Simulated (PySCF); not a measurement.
C2H7BiO, SMILES [CH3][Bi]([CH3])[OH].

Geometry optimised at PBE-D3(BJ)/def2-SVP. The structure was generated by enumeration; whether it is a known compound was not checked. The def2 effective core potentials stand for the cores of Bi; spin–orbit coupling is left out. One conformer was computed; it need not be the lowest.

Calculation: TDDFT-CAM-B3LYP/def2-SVPD (PySCF 2.14.0).

Vertical excitations.  State labels are in the subgroup Cs.

```csv
state,symmetry,energy (eV),λ (nm),f,main pairs
S1,A',5.11,243,0.024,HOMO→LUMO 98 %
S2,A",5.29,234,0.002,HOMO−1→LUMO 94 %
S3,A",6.10,203,0.130,HOMO→LUMO+1 86 %
S4,A',6.34,195,0.036,"HOMO→LUMO+2 49 %, HOMO−1→LUMO+1 43 %"
S5,A",6.59,188,0.031,HOMO−3→LUMO 72 %
S6,A',6.69,185,0.066,"HOMO→LUMO+2 42 %, HOMO−1→LUMO+1 27 %, HOMO→LUMO+3 15 %, HOMO−2→LUMO 11 %"
S7,A',6.87,181,0.254,HOMO→LUMO+3 75 %
S8,A",6.96,178,0.007,"HOMO−1→LUMO+2 45 %, HOMO−1→LUMO+3 24 %, HOMO−3→LUMO 17 %"
S9,A",7.16,173,0.311,"HOMO−1→LUMO+3 56 %, HOMO−1→LUMO+2 29 %"
S10,A',7.17,173,0.415,"HOMO−2→LUMO 58 %, HOMO−1→LUMO+1 14 %, HOMO−2→LUMO+2 10 %"
T1,A',4.48,277,0,HOMO→LUMO 95 %
T2,A",4.92,252,0,HOMO−1→LUMO 84 %
T3,A",4.99,249,0,HOMO→LUMO+1 80 %
T4,A',5.36,231,0,"HOMO−1→LUMO+1 41 %, HOMO→LUMO+2 22 %, HOMO→LUMO+3 20 %"
```
Triplets are in the Tamm–Dancoff approximation, which puts them higher than full response would, so one can lie above its singlet here.
